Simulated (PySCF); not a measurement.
BH4Si (calculated)

Computed with PySCF 2.14.0. Calculation on a computer-drawn molecule: vertical ionisation energy to the stated ion spin, frozen-core CCSD(T) at the basis limit and cheaper methods, single-reference cases, UHF for radicals, no spin-orbit; all values are single points at the evaluated structure, the first of each entry, which is the reference or a displaced copy of it and isn't optimised; the reference structure only sets the zero of the energies above reference; triples share is (T) over the correlation energy.

```yaml
- formula: BH4Si
  evaluated_structure:
    atoms_angstrom:
      - [B, -1.7922, -0.0566, -1.0929]
      - [Si, -0.2092, 0.0939, 0.1488]
      - [H, -2.4571, 0.6497, -1.7734]
      - [H, -0.592, -0.3645, 1.4805]
      - [H, 0.3581, 1.4929, 0.285]
      - [H, 0.8765, -0.7743, -0.3931]
  reference_structure:
    atoms_angstrom:
      - [B, -1.7861, -0.0594, -1.0903]
      - [Si, -0.1941, 0.1094, 0.1385]
      - [H, -2.4558, 0.6474, -1.7814]
      - [H, -0.5984, -0.3629, 1.4858]
      - [H, 0.3562, 1.4822, 0.274]
      - [H, 0.882, -0.7725, -0.3772]
  given:
    charge: 0
    multiplicity: 2
    ion_multiplicity: 1
    diffuse_functions: "no"
    basis: "cc-pV(n+d)Z"
    reference_is: "the Hartree-Fock double-zeta minimum"
    best_is: "HF at quadruple zeta + MP2 correlation extrapolated from triple and quadruple zeta + CCSD(T) minus MP2 at triple zeta"
    basis_step_is: "the size of the change from the same recipe one zeta lower"
    drawn_bonds_atom: [1, 1, 2, 2, 2]
    drawn_bonds_other_atom: [2, 3, 4, 5, 6]
    drawn_bonds_order: [1, 1, 1, 1, 1]
  results:
    "ionisation_energy_best [eV]": 8.224
    "ionisation_energy_basis_step [eV]": 0.02018
    "energy_above_reference_best [kcal/mol]": 0.3313
    "energy_above_reference_basis_step [kcal/mol]": 0.003292
    triple_zeta_method: [HF, PBE, r2SCAN, B3LYP, wB97X, MP2, CCSD, "CCSD(T)"]
    "triple_zeta_ionisation_energy [eV]": [7.828, 8.244, 8.429, 8.305, 8.246, 8.182, 8.172, 8.187]
    "triple_zeta_energy_above_reference [kcal/mol]": [0.3415, 0.2932, 0.3184, 0.2976, 0.3197, 0.3521, 0.3348, 0.3349]
    "total_energy_HF_triple_zeta [hartree]": -315.8725
    "total_energy_CCSD(T)_triple_zeta [hartree]": -316.1225
    "total_energy_best [hartree]": -316.1523
    T1_diagnostic_at_triple_zeta: 0.01432
    D1_diagnostic_at_triple_zeta: 0.03058
    spin_squared_at_triple_zeta: 0.7584
    ion_T1_diagnostic_at_triple_zeta: 0.0192
    ion_D1_diagnostic_at_triple_zeta: 0.0412
    triples_share_at_triple_zeta: 0.02855
    basis_functions_triple_zeta: 125
    "dipole_magnitude_HF_at_triple_zeta [debye]": 0.4199
    "dipole_magnitude_CCSD_unrelaxed_at_triple_zeta [debye]": 0.3797
    "dipole_magnitude_PBE_at_triple_zeta [debye]": 0.3104
    "dipole_magnitude_r2SCAN_at_triple_zeta [debye]": 0.2992
    "dipole_magnitude_B3LYP_at_triple_zeta [debye]": 0.3449
    "dipole_magnitude_wB97X_at_triple_zeta [debye]": 0.3965
```
